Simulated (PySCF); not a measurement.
**Cl2H2Mg2O2: core ionisation energies**

Compound: (ClMg-mu-OH)2.
Cartesian coordinates in Å at the PBE0-D3(BJ)/def2-SVP level; atoms count from 1:
```
atom  x, y, z in Å
Mg1    1.3196   -0.4300    0.4099
Cl2    3.3355   -1.0662    1.0388
O3     0.1754    1.1189    0.6053
Mg4   -1.3205    0.4297   -0.4067
Cl5   -3.3334    1.0658   -1.0449
O6    -0.1769   -1.1197   -0.6016
H7     0.3122    1.9548    1.0546
H8    -0.3119   -1.9533   -1.0554
```

Method: delta-SCF UKS SCAN, pcX-2 on the ionised atom, pcseg-1 elsewhere, spin-free X2C (PySCF 2.14.0). These are vertical core ionisation energies against the vacuum level, from separate self-consistent calculations with and without the core hole.

Question: What binding energy does each computed site have?

Answer: 
```json
{"atom(s)": "Cl2/Cl5", "bonded to": "Mg", "level": "Cl 1s", "binding energy (eV)": "2827.34", "2p1/2 (eV)": "–", "count": "2"}
{"atom(s)": "Mg1/Mg4", "bonded to": "2 O and Cl", "level": "Mg 1s", "binding energy (eV)": "1312.12", "2p1/2 (eV)": "–", "count": "2"}
{"atom(s)": "O3/O6", "bonded to": "H and 2 Mg", "level": "O 1s", "binding energy (eV)": "539.08", "2p1/2 (eV)": "–", "count": "2"}
{"atom(s)": "Cl2/Cl5", "bonded to": "Mg", "level": "Cl 2p3/2", "binding energy (eV)": "204.76", "2p1/2 (eV)": "206.42", "count": "2"}
```

Question: What is the longest wavelength that can ionise Mg 1s of Mg1/Mg4 vertically?

Answer: λ = hc/E = 12398.42 eV Å / 1312.12 eV = 9.449 Å.

The first atom of each set that the bonding makes equivalent was ionised and stands for the set. For 2p shells one spin-free hole was relaxed; a mean-field spin–orbit operator and the ground-state splitting of the three 2p orbitals were then diagonalised within the shell. The shell's mean is (2 × 2p3/2 + 2p1/2)/3, and the degeneracies 2j + 1 give areas of 2:1. 2p1/2 minus 2p3/2 (ligand field included): Cl 1.65 eV. The structure is a single PBE0-D3(BJ)/def2-SVP conformer in the gas phase; no vibrational or solvent corrections.
